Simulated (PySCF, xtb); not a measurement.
W(OH)3 (H3O3W), SMILES [OH][W]([OH])[OH] (connectivity only; charge and spin as stated), neutral, multiplicity 4. Other conformers were not sampled.

Harmonic wavenumbers (cm⁻¹) from GFN2-xTB in xtb at its own minimum, in rising order: 134, 137, 164, 386, 414, 425, 462, 468, 474, 510, 533, 545, 3431, 3453, 3455.

Question: What does PySCF with B3LYP-D3(BJ)/def2-SVP give at its own minimum? (Estimate from the structure and the level; the computed values follow.)

Answer: 153, 167, 170, 387, 416, 444, 678, 680, 686, 695, 700, 701, 3760, 3765, 3767. Paired by order, the mean absolute difference is 145 cm⁻¹ and the zero-point energies are 21.4 and 24.5 kcal/mol.
